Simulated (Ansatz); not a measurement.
CH4BFZn, SMILES `[CH3][Zn][BH]F`, relaxed with RKS PBE-D4/def2-SVP in the Gaussian-basis code of Ansatz from a rough embedded geometry. The force threshold is 0.03 eV/Å; the program also tests the step.

Total charge 0; spin multiplicity 1.

Start:

```xyz
8

C    -0.071   -0.713    0.858
Zn   -0.205    0.603    0.273
B    -0.303    0.880   -1.466
F     0.758    0.205   -2.356
H     0.204   -0.057    1.752
H    -1.044   -1.279    1.175
H     0.717   -1.493    0.727
H    -0.056    1.855   -0.964
```

(1) How much energy does the relaxation release, and in how many steps? (Best estimate.)

(2) Which bonds change most? (Best estimate.)

(3) Give the relaxed structure. (Best estimate.)

Answers

(1) The calculation gave: 921.04 kJ/mol, in 16 steps.

(2) The calculation gave: C1–Zn2 from 1.446 to 1.956 Å; Zn2–B3 from 1.764 to 2.095 Å; B3–F4 from 1.541 to 1.340 Å; B3–H8 from 1.124 to 1.232 Å.

(3) Computed: 
```xyz
8

C    -0.161   -0.994    1.475
Zn    0.020    0.098   -0.137
B     0.226    1.291   -1.847
F    -0.263    0.875   -3.024
H    -0.226   -0.362    2.387
H    -1.075   -1.624    1.444
H     0.706   -1.676    1.606
H     0.774    2.393   -1.903
```
